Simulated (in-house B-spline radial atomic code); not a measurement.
Values are calculated unless marked as measured or tabulated.
**Two electrons in InAs: a parabolic dot with ħω = 2.39 meV in all three directions**

For InAs the NSM archive of the Ioffe Institute lists m* = 0.023 m0 and ε = 15.15. In so narrow a gap the band flattens within tens of meV, so real spacings are smaller, by up to some tenths.

Effective-mass model with parabolic bands, a uniform dielectric constant, no image charges, no central-cell or spin-orbit terms. Two-electron levels come from full CI in B-splines with partial waves to l = 5 (up to 0.001 effective hartree above the limit).

(1) What are the effective units, and what is the potential in them?

In these units the lowest s and p orbitals lie at 1.317000 and 2.195000, and their Coulomb and exchange integrals are J_ss = 0.747631, J_sp = 0.623026 and K_sp = 0.1246. (For a parabolic well J_ss = √(2ω/π).) Full CI gives 3.314662 for the ground singlet, 3.993648 for the sp triplet, 4.192877 for the sp singlet and 4.871670 for the lowest triplet of two s orbitals.

(2) What does it cost to add the second electron, to first order and exactly?

(3) How far above the singlet do the triplets lie?

Answers

(1) Ha* = 27211.386 meV × 0.023/15.15² = 2.727 meV and a* = 0.0529177 nm × 15.15/0.023 = 34.86 nm. The frequency is ω = 0.878 Ha*. The one-electron levels are 3ω/2 = 1.3170 and 5ω/2 = 2.1950 Ha*.

(2) To first order E = 2ε_s + J_ss = 3.381631, so the charging energy E(2) − 2E(1) is J_ss = 2.039 meV. CI gives 3.314662 − 2 × (1.317000) = 0.680662, or 1.856 meV: relaxation and correlation lower it by 0.1826 meV, 9.0 % of J_ss. The s² configuration of one-electron orbitals holds 97.1 % of the state, and the mean radius is 45 nm.

(3) To first order the sp triplet lies at ε_s + ε_p + J_sp − K_sp = 4.010421, which is 1.715 meV above 2ε_s + J_ss. CI gives 3.993648 − (3.314662) = 0.678986, or 1.851 meV, 77 % of the orbital spacing of 2.394 meV. The ss triplet lies 4.246 meV up, so the lower of the two is the sp one, and its gap equals k_BT at 21.5 K. The sp singlet-triplet splitting is 0.5433 meV, against 2K_sp = 0.6795 meV. The sp singlet lies ħω above the ground state (0.878214 against 0.878), as Kohn's theorem demands for a parabolic well.
